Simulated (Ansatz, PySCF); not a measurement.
C4H10OSi. Atoms are numbered in the order given.

```xyz
16

C      0.1320    -2.9324     0.0000
C     -0.6840    -1.6551     0.0000
C      0.1485    -0.3933     0.0000
O      1.3607    -0.4259     0.0000
Si    -0.7204     1.3457     0.0000
C      0.6259     2.6417     0.0000
H      0.7846    -2.9805     0.8836
H     -0.5181    -3.8191     0.0000
H      0.7846    -2.9805    -0.8836
H     -1.3597    -1.5967     0.8739
H     -1.3597    -1.5967    -0.8739
H     -1.6040     1.4408     1.2066
H     -1.6040     1.4408    -1.2066
H      1.2637     2.5161    -0.8876
H      0.2146     3.6619     0.0000
H      1.2637     2.5161     0.8876
```

Coordinates come from a PBE0-D3(BJ)/def2-SVP optimisation. A frequency run showed that this geometry is not a minimum. The structure was generated by enumeration, and PubChem lists no compound with its InChIKey, so it may never have been made. The values are those of a single conformer.

Vertical ionisation energy (IE) and electron affinity (EA) in eV. Rows of orbital energies are one-electron estimates. Where ΔSCF, EOM or ADC give a negative EA the extra electron is unbound and the value depends on the basis.

```json
[
 {"level": "−ε(HOMO), −ε(LUMO), HF/def2-TZVP (PySCF)", "IE": "10.26", "EA": "-3.20"},
 {"level": "−ε(HOMO), −ε(LUMO), PBE/def2-TZVP (PySCF)", "IE": "5.28", "EA": "2.11"},
 {"level": "ΔSCF, PBE0/def2-SVPD (Ansatz), final states of multiplicity 2 and 2", "IE": "8.77", "EA": "-0.79"},
 {"level": "ΔSCF, PBE/def2-SVPD (Ansatz), final states of multiplicity 2 and 2", "IE": "8.57", "EA": "-0.74"}
]
```

Question: What vertical singlet–triplet gap does ΔSCF give with PBE0/def2-SVPD (Ansatz, a program for electronic structure) and with PBE/def2-SVPD (Ansatz)? (An estimate is asked for; the answer gives what the named calculation found.)

Answer: 2.86 and 2.87 eV (triplet above singlet where positive).
